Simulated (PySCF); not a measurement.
These compounds are isomers of formula C6H12Si.

A. `C/C=C\C=C/C[SiH3]`
B. SMILES C#CCC(C)(C)[SiH3]
C. SMILES C#CC(C)(C)[SiH2]C
D. SMILES C=C=C(C)[SiH2]CC

Spectrum 1. 1H NMR (400 MHz, computed): δ 4.56 (s, 2H), 4.26 (m, 2H), 1.87 (s, 3H), 1.16 (t, 3H), 0.92 (m, 2H). 13C{1H} NMR (computed): δ 220.9 (C), 90.4 (C), 71.6 (CH2), 20.5 (CH3), 10.5 (CH3), 6.2 (CH2).

Spectrum 2. 1H NMR (400 MHz, computed): δ 6.53 (m, 1H), 6.52 (m, 1H), 5.90 (m, 1H), 5.80 (m, 1H), 3.82 (t, 3H), 1.98 (m, 2H), 1.94 (d, 3H). 13C{1H} NMR (computed): δ 135.1 (CH), 134.5 (CH), 129.6 (CH), 128.2 (CH), 16.6 (CH3), 13.3 (CH2).

Spectrum 3. 1H NMR (400 MHz, computed): δ 3.86 (s, 3H), 2.24 (d, 2H), 1.56 (t, 1H), 1.18 (s, 6H). 13C{1H} NMR (computed): δ 88.3 (C), 78.7 (CH), 34.1 (CH2), 28.4 (CH3), 23.6 (C).

Spectrum 4. 1H NMR (400 MHz, computed): δ 4.12 (q, 2H), 1.61 (s, 1H), 1.33 (s, 6H), 0.32 (t, 3H). 13C{1H} NMR (computed): δ 96.3 (C), 75.3 (CH), 28.2 (CH3), 17.0 (C), -9.1 (CH3).

No solvent, non-relativistic, single conformer, averaged over atoms made equivalent by symmetry, fast rotation or ring inversion. Shieldings: GIAO PBE0/pcSseg-1; geometry from GFN2-xTB; PySCF 2.14.

Scale: 1H (σref 31.72), 13C (σref 186.93) against TMS (reference shieldings calculated alike). Where no couplings were computed, multiplicities follow the n + 1 count of equivalent neighbours, and m marks all less simple cases (inequivalent or close neighbours, rings, F or P nearby). Shifts are as computed. Against solution values, carbons near 30 ppm lie about +3 ppm off and those near 130 ppm about +5 ppm. Of 1211 compounds with measured shifts, 218 miss one by over three times the rms of a fit or turn the order of signals round; such compounds aren't used in these exercises.

Task: Which spectrum belongs to which compound?

Result: 1–D, 2–A, 3–B, 4–C.

- Spectrum 1 (D): 6 13C signals; δC 220.9 is a central carbon of an allene; δC 20.5 is an allylic methyl carbon.
- Spectrum 2 (A): 6 13C signals; δC 135.1 is an alkene CH; δC 134.5 is an alkene CH.
- Spectrum 3 (B): 5 13C signals; δC 88.3 is an alkyne carbon; δC 78.7 is a terminal alkyne carbon.
- Spectrum 4 (C): 5 13C signals; δC 96.3 is an alkyne carbon; δC 75.3 is a terminal alkyne carbon.
